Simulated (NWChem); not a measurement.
System: BH3SeO2; SMILES OB(O)[SeH]

NWChem input:

```
start job
memory heap 200 mb stack 900 mb global 1100 mb
geometry units angstroms noautoz
  B     -0.025782    -0.971921     0.000000
  O      1.086349    -1.756012     0.000000
  H      1.921406    -1.280936     0.000000
  O     -1.251010    -1.546514     0.000000
  H     -1.186383    -2.509279     0.000000
  Se     0.099843     0.995525     0.000000
  H     -1.356205     1.178019     0.000000
end
basis spherical
  * library 3-21g
end
dft
  xc xpbe96 cpbe96
  iterations 150
  mulliken
end
task dft energy
```

The geometry was optimised at PBE0/def2-SVP.

**Question.** Give the results of this calculation. (PBE/3-21G.) Quantities: basis functions; energy (Ha); highest occupied level (eV); orbital gap (eV); dipole (D).

**Answer.** 
- number of basis functions = 55
- energy (Ha) = -2565.84
- highest occupied level (eV) = -5.44
- orbital gap (eV) = 5.46
- dipole (D) = 1.73
